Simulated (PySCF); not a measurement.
In(H)2(NHMe), CH6InN, SMILES C[NH][InH2] at its CAM-B3LYP/def2-SVP optimised geometry (Å):

```
9

In    -1.4272     0.2592     0.0000
H     -2.1558     1.8125     0.0000
H     -2.1478    -1.2986    -0.0001
N      0.5936     0.2592     0.0000
C      1.4966    -0.8679     0.0005
H      1.0813     1.1495    -0.0002
H      2.1557    -0.8925     0.8895
H      2.1558    -0.8932    -0.8885
H      0.9307    -1.8125     0.0008
```

Method: CAM-B3LYP/def2-TZVP, def2 effective core potentials past Kr (PySCF). The core electrons that the potentials of In replace are not part of the density.

Map of the Laplacian of the electron density (e/bohr⁵) on the plane z = 1.2 Å:

```
|                             |
|                             |
|                             |
|                             |
|                             |
|                             |
|                             |
|                             |
|                             |
|       ...                   |
|       .....  .....          |
|       .:--:...:::.          |
|      .:=*#=:.:---:.         |
|      .:+@@*-::-=-::.        |
|      .:+%%+:::-=----:.      |
|      ..-==-..::-=+***-.     |
|       ..::.....:=*%*#*:     |
|       ....    .:-*%=.*-     |
|        .       .-+#**+:     |
|                .:--==:      |
|                 .....       |
|                             |
|                             |
|                             |
|                             |
|                             |
|                             |
|                             |
|                             |
```
Scale: ten equal steps from 0.000 (start of ' ') to 0.120 (end of '@'), in the order ' .:-=+*#%@'; x runs from -4.50 to 4.50, y from -4.50 (bottom) to 4.50 (top).
